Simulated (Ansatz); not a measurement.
Geometry optimisation, RKS BLYP-D4/def2-SVP in Ansatz.

The input (input.yaml):

```yaml
crystal:
  periodic: [false, false, false]
  atoms:
    - { symbol: Si, position_ang: [-0.82077, 0.44663, 0.105133] }
    - { symbol: F, position_ang: [0.902223, -1.954154, -0.322689] }
    - { symbol: H, position_ang: [-2.020225, -0.330856, -0.339694] }
    - { symbol: H, position_ang: [-1.256103, 1.811193, 0.564025] }
    - { symbol: "N", position_ang: [-0.04081, -0.367202, 1.492037] }
    - { symbol: H, position_ang: [0.921838, -1.19541, 0.23465] }
    - { symbol: C, position_ang: [0.456526, 0.615621, -1.256562] }
    - { symbol: H, position_ang: [-0.47432, -1.253053, 1.807175] }
    - { symbol: H, position_ang: [0.139864, 0.221928, 2.31703] }
    - { symbol: H, position_ang: [1.426023, 0.931824, -0.819251] }
    - { symbol: H, position_ang: [0.613056, -0.328492, -1.803151] }
    - { symbol: H, position_ang: [0.152699, 1.401973, -1.978704] }
basis:
  gaussian: { orbitals: def2-SVP }
hamiltonian:
  xc: blyp
  dispersion: d4
relax:
  f_tol: 0.03
  max_steps: 50
```

Command:

```bash
$ ansatz run input.yaml --threads 2 --pin off --max-ram 3072MiB --backend cpu --events-out ev --progress --plain --runs-dir out
```

Question: Where does it end, and by what steps?

Answer: The run converged. After 12 steps the energy has fallen by 0.341 eV; H9 moved furthest, 0.77 Å.

```
step  energy less start (eV)  largest force component (eV/Å)  accepted
   0                  0.0000                           1.093       yes
   1                 -0.1419                           0.231       yes
   2                 -0.2155                           0.353       yes
   3                 -0.2731                           0.349       yes
   4                 -0.2470                           1.102        no
   5                 -0.2992                           0.197       yes
   6                 -0.3168                           0.131       yes
   7                 -0.3348                           0.095       yes
   8                 -0.3371                           0.061       yes
   9                 -0.3390                           0.178       yes
  10                 -0.3405                           0.109       yes
  11                 -0.3408                           0.032       yes
  12                 -0.3409                           0.009       yes
```

```xyz
12
Properties=species:S:1:pos:R:3
Si -0.838 0.469 0.070
F 0.827 -2.249 -0.357
H -1.928 -0.421 -0.441
H -1.466 1.740 0.580
N -0.041 -0.468 1.382
H 0.581 -1.691 0.406
C 0.496 0.818 -1.209
H -0.668 -0.846 2.103
H 0.725 0.024 1.862
H 1.251 1.532 -0.822
H 0.990 -0.148 -1.432
H 0.071 1.241 -2.142
```

Whether the end is a true minimum wasn't checked by a vibrational analysis.

The run took 22 s on 2 threads of Intel(R) Xeon(R) Platinum 8488C (Sapphire Rapids), on a shared host, peak memory 0.17 GiB.
